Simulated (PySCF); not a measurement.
Z-matrix (Å, degrees):
```
Al
I 1 2.4917
I 1 2.4917 2 119.60
```
Charge 0, spin multiplicity 2.

### Question
Give the total energy, dipole moment and highest occupied spin orbital at the level ωB97X-D3(BJ)/def2-TZVP // PBE0-D3(BJ)/def2-TZVP run with PySCF.

### Answer

The total energy comes out as -838.1439 Ha and the dipole moment is 1.14 D. The highest occupied spin orbital comes out as -8.32 eV.
